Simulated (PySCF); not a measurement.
Gas-phase reaction: TiCl₂(OH)₂ + 2 Cl = TiCl₄ + 2 H + 2 O, at 1200 K and a standard pressure of 1 bar. Level: r2SCAN/def2-TZVP†.

Method: PySCF energies plus ideal-gas RRHO corrections (1 bar). † marks an energy on the PBE0/def2-TZVP geometry and frequencies. Open shells (unrestricted): Cl (multiplicity 2, electronic degeneracy 6), H (multiplicity 2), O (multiplicity 3, electronic degeneracy 9); the rest are closed-shell singlets. Spin-orbit splitting is ignored; it lowers the true energy and changes the entropy of Cl, O. TiCl₂(OH)₂: computed as isolated molecules; such fragments, hydroxides, amides, oligomers or adducts are transient or little studied in the gas. The harmonic model lacks anharmonicity and excited electronic states, which grow with temperature; levels with a mode under 35 cm⁻¹ are left out. Soft modes under 120 cm⁻¹ make the harmonic entropy rough for TiCl₂(OH)₂, TiCl₄.

```json
[
 {"species": "TiCl₂(OH)₂", "E (Ha)": "-1921.72690", "H(1200 K) − E (kJ/mol)": "220.1", "S°(1200 K) (J/mol/K)": "565.8"},
 {"species": "Cl", "E (Ha)": "-460.11691", "H(1200 K) − E (kJ/mol)": "24.9", "S°(1200 K) (J/mol/K)": "197.2"},
 {"species": "TiCl₄", "E (Ha)": "-2690.47037", "H(1200 K) − E (kJ/mol)": "130.9", "S°(1200 K) (J/mol/K)": "496.9"},
 {"species": "H", "E (Ha)": "-0.49993", "H(1200 K) − E (kJ/mol)": "24.9", "S°(1200 K) (J/mol/K)": "143.7"},
 {"species": "O", "E (Ha)": "-75.05863", "H(1200 K) − E (kJ/mol)": "24.9", "S°(1200 K) (J/mol/K)": "190.6"}
]
```
E: electronic energy; H − E holds the zero-point and thermal terms. 1 Ha = 2625.5 kJ/mol.

Problem. Work out ΔH°, ΔS°, ΔG° and log10 K from these numbers.

Solution. 1. ΔE = 1×(-2690.47037) + 2×(-0.49993) + 2×(-75.05863) − 1×(-1921.72690) − 2×(-460.11691) = 0.37323 Ha = 979.9 kJ.
2. Δ(H − E) = 1×(130.9) + 2×(24.9) + 2×(24.9) − 1×(220.1) − 2×(24.9) = -39.4 kJ, so ΔH° = 940.5 kJ.
3. ΔS° = 1×(496.9) + 2×(143.7) + 2×(190.6) − 1×(565.8) − 2×(197.2) = 205.3 J/K; the number of gas molecules changes by +2.
4. ΔG° = ΔH° − TΔS° = 940.5 − 1200×(205.3)/1000 = 694.1 kJ.
5. log10 K = −ΔG°/(RT ln 10) = -30.22, with RT ln 10 = 22.97 kJ/mol; at standard pressures the reactants are favoured.
6. A shift of 10 kJ in ΔE would move log10 K by 0.44 here.
For scale, ΔH°(298 K) is 931 kJ at this level, 950 kJ at ωB97M-V/def2-TZVP†, and runs from 584 to 1699 kJ over the 19 levels computed.
